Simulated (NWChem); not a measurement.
Molecule: C$_{2}$H$_{4}$BFO$_{2}$; SMILES CB(F)C(=O)O

```xyz
10

C     -1.0964    -1.6516     0.4790
B      0.0755    -0.7598    -0.0164
F      1.2023    -1.2753    -0.4832
C     -0.0650     0.8401    -0.0618
O     -0.9412     1.3867    -0.6878
O      0.8581     1.5160     0.6325
H     -1.2862    -1.4591     1.5495
H     -0.9186    -2.7264     0.3377
H     -2.0205    -1.3527    -0.0431
H      0.6601     2.4628     0.5257
```
Atoms are numbered in this order, from 1.

All runs use the structure optimised with PBE0/def2-SVP.

### Question
List the 4 lowest vertical singlet excitations from BHandHLYP/def2-SVP, full TDDFT (NWChem).

### Answer
```json
[
 {"state": "S1", "energy (eV)": "5.20", "oscillator strength": "0.006", "leading excitation (squared amplitude)": "HOMO → LUMO (0.80)"},
 {"state": "S2", "energy (eV)": "6.97", "oscillator strength": "0.001", "leading excitation (squared amplitude)": "HOMO → LUMO+1 (0.51)"},
 {"state": "S3", "energy (eV)": "7.76", "oscillator strength": "0.014", "leading excitation (squared amplitude)": "HOMO−1 → LUMO (0.63)"},
 {"state": "S4", "energy (eV)": "8.32", "oscillator strength": "0.036", "leading excitation (squared amplitude)": "HOMO−2 → LUMO (0.40)"}
]
```
